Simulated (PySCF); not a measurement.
Si(OMe)2 (C₂H₆O₂Si), SMILES CO[Si]OC (connectivity only; charge and spin as stated), neutral, multiplicity 1.

Coordinates come from a B3LYP-D3(BJ)/def2-SVP optimisation. The values are those of a single conformer.

Level of theory: TDA-PBE/def2-SVPD (PySCF).

Vertical excitations. Isolated molecule, no solvent. State labels are in the subgroup Cs.

```json
[
 {"state": "S1", "symmetry": "A\"", "energy (eV)": "4.90", "λ (nm)": "253", "f": "0.083", "main pairs": "HOMO→LUMO 85 %"},
 {"state": "S2", "symmetry": "A\"", "energy (eV)": "5.43", "λ (nm)": "228", "f": "0.001", "main pairs": "HOMO−2→LUMO 99 %"},
 {"state": "S3", "symmetry": "A'", "energy (eV)": "5.56", "λ (nm)": "223", "f": "0.033", "main pairs": "HOMO−1→LUMO 84 %"},
 {"state": "S4", "symmetry": "A'", "energy (eV)": "6.01", "λ (nm)": "206", "f": "0.086", "main pairs": "HOMO→LUMO+1 59 %, HOMO→LUMO+2 19 %"},
 {"state": "S5", "symmetry": "A'", "energy (eV)": "6.32", "λ (nm)": "196", "f": "0.048", "main pairs": "HOMO→LUMO+2 38 %, HOMO→LUMO+3 26 %, HOMO−3→LUMO 24 %, HOMO→LUMO+1 8 %"},
 {"state": "S6", "symmetry": "A'", "energy (eV)": "6.42", "λ (nm)": "193", "f": "0.063", "main pairs": "HOMO−3→LUMO 58 %, HOMO→LUMO+2 22 %, HOMO→LUMO+4 11 %"},
 {"state": "S7", "symmetry": "A\"", "energy (eV)": "6.61", "λ (nm)": "188", "f": "0.008", "main pairs": "HOMO−1→LUMO+1 83 %, HOMO−4→LUMO 15 %"},
 {"state": "S8", "symmetry": "A\"", "energy (eV)": "6.73", "λ (nm)": "184", "f": "0.085", "main pairs": "HOMO−4→LUMO 68 %, HOMO−1→LUMO+1 16 %"},
 {"state": "S9", "symmetry": "A'", "energy (eV)": "6.85", "λ (nm)": "181", "f": "0.224", "main pairs": "HOMO→LUMO+3 54 %, HOMO→LUMO+2 13 %, HOMO→LUMO+1 12 %"},
 {"state": "S10", "symmetry": "A\"", "energy (eV)": "7.11", "λ (nm)": "174", "f": "0.000", "main pairs": "HOMO−1→LUMO+2 99 %"},
 {"state": "T1", "symmetry": "A\"", "energy (eV)": "3.14", "λ (nm)": "394", "f": "0", "main pairs": "HOMO→LUMO 98 %"},
 {"state": "T2", "symmetry": "A'", "energy (eV)": "4.64", "λ (nm)": "267", "f": "0", "main pairs": "HOMO−1→LUMO 98 %"},
 {"state": "T3", "symmetry": "A'", "energy (eV)": "5.04", "λ (nm)": "246", "f": "0", "main pairs": "HOMO→LUMO+1 89 %"},
 {"state": "T4", "symmetry": "A\"", "energy (eV)": "5.25", "λ (nm)": "236", "f": "0", "main pairs": "HOMO−2→LUMO 100 %"}
]
```
Triplets are in the Tamm–Dancoff approximation.
